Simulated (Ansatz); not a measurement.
Ansatz (a quantum-chemistry and plane-wave program) input (B3LYP-D3(BJ)/def2-TZVP):

Ansatz 0.2 input:
```yaml
crystal:
  periodic: [false, false, false]
  atoms:
    - {symbol: B, position_ang: [0.23709287, -0.04232520, 0.51417245]}
    - {symbol: F, position_ang: [0.11429644, -0.20179083, 1.93664759]}
    - {symbol: C, position_ang: [1.51353475, 0.04969323, -0.12296746]}
    - {symbol: C, position_ang: [-1.21790917, 0.01461319, -0.21011427]}
    - {symbol: H, position_ang: [1.64358966, 0.17150582, -1.19902305]}
    - {symbol: H, position_ang: [2.47232047, 0.00819669, 0.39372575]}
    - {symbol: H, position_ang: [-1.81101001, 0.86939646, 0.13078960]}
    - {symbol: H, position_ang: [-1.81297702, -0.88000329, -0.00079982]}
    - {symbol: H, position_ang: [-1.12665801, 0.09675181, -1.29477490]}
basis:
  gaussian:
    orbitals: def2-TZVP
hamiltonian:
  xc: b3lyp
  dispersion: d3bj
total_charge: -1
relax: {f_tol: 0.002, max_steps: 150}
```

End of the output:

```
mean field evaluation 64: about -5553.3131 eV, gradient 3.7e-3 eV
mean field -5553.31308123 eV, -204.0804915642 hartree, gradient 2.5e-5 eV, S^2 0.000000; 1 other end points of the search recorded, 0 dependent functions left out
the calculation of the forces begins
reference -5553.31334051 eV, -204.0805010928 hartree; 16, 16 occupied and 138, 138 virtual orbitals, 905 factors
Total energy: -5553.53272495 eV, -204.0885633221 hartree
Atom 0 at     0.229897    -0.036773     0.513308 Å, force    -0.001531     0.000114     0.001517 eV/Å
Atom 1 at     0.092659    -0.177834     1.918964 Å, force     0.000036    -0.000165     0.000781 eV/Å
Atom 2 at     1.524318     0.045031    -0.131540 Å, force     0.000817    -0.000017    -0.001435 eV/Å
Atom 3 at    -1.207994     0.015022    -0.206650 Å, force    -0.000223     0.000171    -0.000049 eV/Å
Atom 4 at     1.631731     0.153513    -1.210013 Å, force     0.000975    -0.000210    -0.001144 eV/Å
Atom 5 at     2.472003     0.004983     0.405697 Å, force     0.000496    -0.000005     0.000587 eV/Å
Atom 6 at    -1.817187     0.853611     0.160149 Å, force    -0.000642    -0.000471    -0.000206 eV/Å
Atom 7 at    -1.795365    -0.893370    -0.009902 Å, force     0.000230     0.000243    -0.000054 eV/Å
Atom 8 at    -1.117782     0.121854    -1.292357 Å, force    -0.000159     0.000341     0.000003 eV/Å
Dipole moment:    -0.516917    -0.010743     0.038321 e Å
```

It need not be the lowest isomer of its formula. Whether it binds its extra electron was not tested at this geometry.
